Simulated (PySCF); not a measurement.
**Ag²²⁺: ionisation energy**

Ag²²⁺ [Ar] 3d7 [3d3/2^4 3d5/2^3, M_J = 9/2] → Ag²³⁺ [Ar] 3d6 [3d3/2^4 3d5/2^2, M_J = 4], as a difference of total energies. Computed with PySCF 2.14 in an uncontracted even-tempered set (17 s from 2.7 bohr⁻², ratio 2.8; 12 p from 3.5 bohr⁻², ratio 2.8; 8 d from 3.5 bohr⁻², ratio 2.8; 4 f from 14 bohr⁻², ratio 3), with the two-component X2C-1e Hamiltonian. Correlated levels: [Ne] frozen; the 76 highest virtual spinors dropped. "Screened" scales the spin-orbit matrix elements by Boettger's factors to mimic the two-electron term; Breit and QED terms are absent.

```json
{"method": "GHF (spin-free)", "ionisation energy (eV)": "1082.4"}
{"method": "GMP2 (spin-free)", "ionisation energy (eV)": "1083.5"}
{"method": "GHF (screened spin-orbit)", "ionisation energy (eV)": "1083.1"}
{"method": "GMP2 (screened spin-orbit)", "ionisation energy (eV)": "1084.1"}
```

Breit and QED terms and the two-electron picture change are absent.

The spin-free rows relax to the high-spin LS determinant and lack the spin-orbit shift.

The labels give the starting determinants; with spin-orbit coupling the two ends relaxed to ⟨J²⟩ = 24.75, ⟨L²⟩ = 13.22, ⟨S²⟩ = 3.33 and ⟨J²⟩ = 20.03, ⟨L²⟩ = 7.03, ⟨S²⟩ = 5.38.

For comparison: 1082 ± 4 eV (theoretical estimate listed by NIST; NIST Atomic Spectra Database, ionization energies).
